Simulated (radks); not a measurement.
The numbers below are computed, except where a source is named.
Species: Ge+. Configuration: [Ar] 3d10 4s2 4p1.

Code: a radial shooting solver on a logarithmic mesh with Libxc functionals. Model: scalar-relativistic Kohn-Sham, HCTH/407, spin-polarised, spherical densities, point nucleus; open shells are filled with parallel spins first.

Energy parts (hartree):
| part | energy |
|---|---|
| total | -2099.95815 |
| kinetic | 2137.67298 |
| electron-nucleus | -5051.10644 |
| Hartree | 894.29022 |
| exchange-correlation | -80.81492 |

Orbitals (lengths in bohr, moments of r in powers of bohr; <r^-3> diverges for s and p1/2):
| orbital | occ. | eigenvalue (hartree) | <r^-3> | <r^4> |
|---|---|---|---|---|
| 1s up | 1 | -402.9634 | - | 0.00002280 |
| 1s down | 1 | -402.9618 | - | 0.00002280 |
| 2s up | 1 | -50.82223 | - | 0.004690 |
| 2s down | 1 | -50.82182 | - | 0.004690 |
| 2p up | 3 | -44.50324 | 995.3 | 0.003433 |
| 2p down | 3 | -44.50201 | 995.2 | 0.003433 |
| 3s up | 1 | -6.56308 | - | 0.3246 |
| 3s down | 1 | -6.56242 | - | 0.3242 |
| 3p up | 3 | -4.62398 | 134.9 | 0.4188 |
| 3p down | 3 | -4.62307 | 134.9 | 0.4172 |
| 3d up | 5 | -1.44714 | 14.33 | 1.150 |
| 3d down | 5 | -1.44384 | 14.39 | 1.102 |
| 4s up | 1 | -0.75186 | - | 35.00 |
| 4s down | 1 | -0.70621 | - | 40.20 |
| 4p up | 1 | -0.43298 | 7.905 | 89.73 |
| 4p down | 0 | -0.40098 | 6.909 | 113.0 |

The highest occupied level is 4p up at -11.782 eV. The density falls to 0.001 e/bohr^3 at r = 3.93 bohr. Spin moment in Bohr magnetons: 1. For comparison, the ionisation energy in NIST's Atomic Spectra Database is 15.935 eV (measured). In exact Kohn-Sham theory the highest level is minus the ionisation energy, but local and semilocal functionals leave it too shallow, through self-interaction and a potential that decays too fast; potentials with the right tail come closer. Summed over all electrons, <r^2> = 27.83 bohr^2, which gives a Langevin (diamagnetic) susceptibility term of -22 x 10^-6 cm^3/mol.
